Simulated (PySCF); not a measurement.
C2H10BN, neutral, multiplicity 1. Atoms are numbered in the order given.

```xyz
14

B      1.5799     0.1163     0.0000
H      2.0563    -0.3619    -1.0214
H      1.5670     1.3416     0.0000
H      2.0563    -0.3619     1.0214
C     -0.7016     0.1001    -1.2236
N     -0.0004    -0.3375     0.0000
C     -0.7016     0.1001     1.2236
H     -1.7494    -0.2412    -1.2278
H     -0.6699     1.1970    -1.2655
H     -0.1705    -0.2952    -2.0977
H      0.0233    -1.3601     0.0000
H     -1.7494    -0.2412     1.2278
H     -0.6699     1.1970     1.2655
H     -0.1705    -0.2952     2.0977
```

The structure is a stationary point at B3LYP-D3(BJ)/def2-SVP. The isomer is the one that the SMILES or the coordinates give; other isomers of the formula were not compared. One conformer was computed; it need not be the lowest.

Computed with B3LYP/pcSseg-1 (PySCF).

GIAO shieldings, no solvent; atoms alike by connectivity are averaged. δ = σ(ref) − σ: ¹¹B against BF3 (σ = 86.3 ppm); ¹H against TMS (σ = 31.68 ppm); ¹³C against TMS (σ = 181.3 ppm); ¹⁵N against NH3 (σ = 265.5 ppm), references at their B3LYP-D3(BJ)/def2-TZVP geometries, non-relativistic.

Computed chemical shifts:
```json
[
 {"nucleus": "¹¹B", "atoms": "B1", "count": "1", "δ (ppm)": "-26.4"},
 {"nucleus": "¹H", "atoms": "H11", "count": "1", "δ (ppm)": "2.74"},
 {"nucleus": "¹H", "atoms": "H8, H9, H10, H12, H13, H14", "count": "6", "δ (ppm)": "2.74"},
 {"nucleus": "¹H", "atoms": "H2, H3, H4", "count": "3", "δ (ppm)": "2.31"},
 {"nucleus": "¹³C", "atoms": "C5, C7", "count": "2", "δ (ppm)": "48.3"},
 {"nucleus": "¹⁵N", "atoms": "N6", "count": "1", "δ (ppm)": "64.3"}
]
```
